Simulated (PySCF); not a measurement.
Write Cartesian coordinates for 3-propylphenol, `CCCc1cccc(O)c1` as optimised with PBE0-D3(BJ)/def2-SVP.

```xyz
22
C9H12O angstrom
C     -2.5423   -0.6467   -0.8215
C     -2.1194    0.7742   -0.4868
C     -1.1299    0.8689    0.6795
C      0.1834    0.1844    0.4070
C      0.4664   -1.0816    0.9361
C      1.6701   -1.7142    0.6362
C      2.6083   -1.1020   -0.1910
C      2.3354    0.1624   -0.7231
O      3.2026    0.8148   -1.5275
C      1.1271    0.7953   -0.4214
H     -3.0231   -1.1339    0.0428
H     -1.6781   -1.2652   -1.1092
H     -3.2609   -0.6645   -1.6549
H     -3.0084    1.3798   -0.2412
H     -1.6671    1.2451   -1.3768
H     -1.5880    0.4305    1.5816
H     -0.9453    1.9317    0.9062
H     -0.2624   -1.5696    1.5877
H      1.8866   -2.7009    1.0531
H      3.5545   -1.6009   -0.4223
H      3.9905    0.2742   -1.6459
H      0.9426    1.7842   -0.8481
```

Any rigid rotation of these coordinates is as good. Atoms count from 1 in this order. Of the pairs four or more bonds apart, H20···H21 is among the closest relative to their van der Waals radii: 2.28 Å, 95 % of the sum of Bondi's values. The 6-membered ring C4–C5–C6–C7–C8–C10 has internal angles of 118.9° to 121.0°; it is planar, 0.00 Å rms from its mean plane, widest ring torsion 0°. The C–C distances run from 1.392 Å (C5–C6, aromatic) to 1.532 Å (C2–C3, drawn single), a spread of 0.140 Å.

Bonds between heavy atoms (Å): C1–C2 1.520, C2–C3 1.532, C3–C4 1.506, C4–C5 1.401, C5–C6 1.392, C6–C7 1.393, C7–C8 1.399, C8–O9 1.351, C8–C10 1.397, C4–C10 1.396.

Level of theory: PySCF 2.14.0, PBE0-D3(BJ)/def2-SVP geometry optimisation, gas phase.

Point group: C1 (no symmetry element, even within 0.4 Å). Whether it is a minimum is left open (no frequencies). The numbers are those of one conformer (C1–C2–C3–C4 63°, C2–C3–C4–C5 -101°, C7–C8–O9–H 0°).
